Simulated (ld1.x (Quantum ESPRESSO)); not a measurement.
Pseudopotential generation for Ce: TM, BP86, non-relativistic.

cerium (Ce), norm-conserving Troullier–Martins (Kleinman–Bylander form), made with ld1.x (Quantum ESPRESSO) 7.5 (BP86, non-relativistic). Core [Xe] 4f1, reference 5d1 6s2 6p0. Waves: 6s (bound): rc 3.85 bohr; 6p (bound, empty): rc 3.70 bohr; 5d (bound): rc 2.40 bohr. Local part: all-electron potential smoothed inside 3.35 bohr (lloc = -2). Core correction: Bessel-smoothed model core inside 1.15 bohr.

All-electron outer shells of the reference configuration (BP86, non-relativistic, ld1.x):

```csv
shell,level (eV),outermost node (bohr),outermost maximum (bohr)
5p,-23.13,0.82,1.57
4f,-9.03,–,0.69
5d,-3.82,0.92,2.12
6s,-3.65,1.90,3.91
6p,-1.52,2.18,4.90
```

Calculated quality:

```
Cutoffs needed           : 10 Ry and 15 Ry (the cutoffs (Ry, on a coarse ladder) from which the occupation-weighted sum of valence levels, in a spherical-Bessel basis at the reference potential, stays within 10 and 1 mRy of its value at 400 Ry)
Ghost test               : no extra level below or beside the all-electron valence levels (s, p, d, f tested) (spherical-Bessel basis up to 400 Ry, 20 bohr box)
Largest excitation error : -123 meV (all-electron minus pseudo) for 5d2 6s0 6p0, out of 7 test configurations
```

Generation and tests took about 2.4 s on one core of a shared server CPU.
